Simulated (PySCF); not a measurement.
Ti(Cl)3(OH) cation (Cl₃HOTi), SMILES [OH][Ti]([Cl])([Cl])[Cl] (connectivity only; charge and spin as stated), charge +1, multiplicity 2.

Geometry optimised at ωB97X-D3(BJ)/def2-SVP. The multiplicity is an assumed one; other spin states were not compared. The isomer is the one that the SMILES or the coordinates give; other isomers of the formula were not compared. One conformer was computed; it need not be the lowest.

Calculation: TDA-ωB97X/def2-SVPD (PySCF).

Vertical excitations. The molecule is in vacuum.

### Question
List the lowest excited states. (The exact figures need the calculation; the answer reports its results.)

### Answer

```csv
state,energy (eV),λ (nm),f,main pairs
root 1,1.21,1027,0.000,"β HOMO→LUMO 81 %, β HOMO−2→LUMO 15 %"
root 2,2.08,597,0.000,"β HOMO−4→LUMO 45 %, β HOMO−1→LUMO 33 %, β HOMO−5→LUMO 11 %"
root 3,2.74,452,0.002,"β HOMO−6→LUMO 77 %, β HOMO−2→LUMO 14 %"
root 4,2.77,448,0.040,"β HOMO−3→LUMO 53 %, β HOMO−5→LUMO 19 %, β HOMO−7→LUMO 15 %"
root 5,3.49,355,0.066,"α HOMO→LUMO 6 %, β HOMO−7→LUMO 26 %, β HOMO−3→LUMO 21 %, β HOMO−5→LUMO 17 %, β HOMO−1→LUMO 10 %"
root 6,3.76,329,0.008,"β HOMO−1→LUMO 42 %, β HOMO−4→LUMO 24 %, β HOMO−1→LUMO+2 12 %, β HOMO−7→LUMO 7 %"
root 7,3.87,320,0.002,"α HOMO→LUMO+1 7 %, β HOMO−2→LUMO 42 %, β HOMO−6→LUMO 10 %, β HOMO→LUMO 10 %, β HOMO−2→LUMO+2 9 %"
root 8,4.16,298,0.000,"α HOMO−1→LUMO 56 %, β HOMO−1→LUMO+1 38 %"
root 9,4.19,296,0.000,"α HOMO→LUMO 13 %, β HOMO→LUMO+1 70 %"
root 10,4.27,290,0.002,"α HOMO−1→LUMO 38 %, β HOMO−1→LUMO+1 55 %"
```
Unrestricted roots are not spin-pure.
